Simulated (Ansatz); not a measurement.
`OB(O)O` + `O[SiH3]` → `OB(O)O[SiH3]` + H₂O  (ligand exchange at a B–O bond)

Isolated molecules relaxed with PBE0-D4/def2-TZVP in Ansatz; ΔE leaves out vibrations. CCSD(T)/CBS is the MP2 limit (def2-TZVPP, def2-QZVPP) plus CCSD(T) − MP2 in def2-TZVPP, frozen cores. This one scheme is used for every species. One conformer a species, not always the lowest.

```json
{"level": "HF/def2-QZVPP", "ΔE (kJ/mol)": "-3.6"}
{"level": "HF/CBS(def2)", "ΔE (kJ/mol)": "-3.7"}
```

Q: What does CCSD(T)/CBS give? (Best estimate.)

A: The calculation gave: -7.3 kJ/mol. The listed levels differ from it by 3.7, 3.6 kJ/mol.

Largest T1 diagnostic among the species: 0.012.

The D4 term adds −5.6 kJ/mol with B3LYP and −3.3 kJ/mol with PBE0; it sums over pairs of atoms, weighted by their polarisabilities, and B3LYP, whose exchange is more repulsive, gets the larger term.

B3LYP here is the variant with VWN-RPA as its local correlation; programs differ in this.
